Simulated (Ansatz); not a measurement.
Program: Ansatz. Geometries: PBE0-D4/def2-TZVP. ΔE: electronic, gas phase. CCSD(T)/CBS adds triple-zeta CCSD(T) − MP2 to the extrapolated MP2 energy (def2 sets, frozen cores). This one scheme is used for every species. DFT in def2-TZVPP. B3LYP here is the variant with VWN-RPA as its local correlation; programs differ in this. For Ge outer-core shells are correlated without core-valence functions, which leaves a few kJ/mol of doubt a bond. Scalar relativity is left out up to krypton. One conformer a species, not always the lowest.

`F[CH2][AlH][GeH3]` + `N[SiH2][SiH3]` → `FCN[SiH2][SiH3]` + `[AlH2][GeH3]`  (substitution at a C–Al bond)

```json
{"level": "PBE-D4", "ΔE (kJ/mol)": "8.9", "difference from CCSD(T)/CBS": "-2.9"}
{"level": "r2SCAN-D4", "ΔE (kJ/mol)": "8.9", "difference from CCSD(T)/CBS": "-2.9"}
{"level": "PBE0-D4", "ΔE (kJ/mol)": "7.8", "difference from CCSD(T)/CBS": "-4.0"}
{"level": "B3LYP-D4", "ΔE (kJ/mol)": "8.6", "difference from CCSD(T)/CBS": "-3.2"}
{"level": "ωB97X-V", "ΔE (kJ/mol)": "5.3", "difference from CCSD(T)/CBS": "-6.5"}
{"level": "ωB97M-V", "ΔE (kJ/mol)": "9.9", "difference from CCSD(T)/CBS": "-1.9"}
{"level": "B2PLYP", "ΔE (kJ/mol)": "10.1", "difference from CCSD(T)/CBS": "-1.7"}
{"level": "PBE", "ΔE (kJ/mol)": "11.3", "difference from CCSD(T)/CBS": "-0.5"}
{"level": "r2SCAN", "ΔE (kJ/mol)": "9.7", "difference from CCSD(T)/CBS": "-2.1"}
{"level": "PBE0", "ΔE (kJ/mol)": "9.9", "difference from CCSD(T)/CBS": "-1.9"}
{"level": "B3LYP", "ΔE (kJ/mol)": "12.3", "difference from CCSD(T)/CBS": "0.5"}
{"level": "HF/def2-TZVPP", "ΔE (kJ/mol)": "2.7", "difference from CCSD(T)/CBS": "-9.1"}
{"level": "MP2/def2-TZVPP", "ΔE (kJ/mol)": "7.8", "difference from CCSD(T)/CBS": "-4.0"}
{"level": "SCS-MP2/def2-TZVPP", "ΔE (kJ/mol)": "6.4", "difference from CCSD(T)/CBS": "-5.4"}
{"level": "CCSD/def2-TZVPP", "ΔE (kJ/mol)": "7.2", "difference from CCSD(T)/CBS": "-4.6"}
{"level": "CCSD(T)/def2-TZVPP", "ΔE (kJ/mol)": "6.4", "difference from CCSD(T)/CBS": "-5.4"}
{"level": "HF/def2-QZVPP", "ΔE (kJ/mol)": "3.5", "difference from CCSD(T)/CBS": "-8.3"}
{"level": "MP2/def2-QZVPP", "ΔE (kJ/mol)": "11.1", "difference from CCSD(T)/CBS": "-0.7"}
{"level": "SCS-MP2/def2-QZVPP", "ΔE (kJ/mol)": "9.8", "difference from CCSD(T)/CBS": "-2.0"}
{"level": "HF/CBS(def2)", "ΔE (kJ/mol)": "3.6", "difference from CCSD(T)/CBS": "-8.2"}
{"level": "MP2/CBS(def2)", "ΔE (kJ/mol)": "13.2", "difference from CCSD(T)/CBS": "1.4"}
{"level": "CCSD/CBS(def2)", "ΔE (kJ/mol)": "12.5", "difference from CCSD(T)/CBS": "0.7"}
{"level": "CCSD(T)/CBS", "ΔE (kJ/mol)": "11.8", "difference from CCSD(T)/CBS": "0"}
```

Largest T1 diagnostic among the species: 0.012.

The D4 term adds −3.7 kJ/mol with B3LYP and −2.1 kJ/mol with PBE0; it sums over pairs of atoms, weighted by their polarisabilities, and B3LYP, whose exchange is more repulsive, gets the larger term. In def2-TZVPP, CCSD(T) changes the Hartree–Fock value by +3.7 kJ/mol (the triples alone add −0.7 kJ/mol) and MP2 by +5.0 kJ/mol.
